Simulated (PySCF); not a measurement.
Zn(Et) (C2H5Zn), SMILES C[CH2][Zn+], charge +1. Heavy atoms are numbered as in [Zn+:1][CH2:2][CH3:3]. Hydrogens are named by the atom that carries them.

Coordinates come from a PBE0-D3(BJ)/def2-SVP optimisation. The spin state was assumed, not searched. The isomer is the one that the SMILES or the coordinates give; other isomers of the formula were not compared.

The numbers are results of PBE/pcSseg-1 (PySCF), not measurements.

GIAO shieldings, no solvent; atoms alike by connectivity are averaged. δ = σ(ref) − σ: ¹³C against TMS (σ = 182.0 ppm); ¹H against TMS (σ = 31.49 ppm), references at their B3LYP-D3(BJ)/def2-TZVP geometries, non-relativistic.

Computed chemical shifts:
```json
[
 {"nucleus": "¹³C", "atoms": "C2 (CH2)", "count": "1", "δ (ppm)": "97.3"},
 {"nucleus": "¹³C", "atoms": "C3 (CH3)", "count": "1", "δ (ppm)": "34.3"},
 {"nucleus": "¹H", "atoms": "H on C2", "count": "2", "δ (ppm)": "5.96"},
 {"nucleus": "¹H", "atoms": "H on C3", "count": "3", "δ (ppm)": "3.22"}
]
```
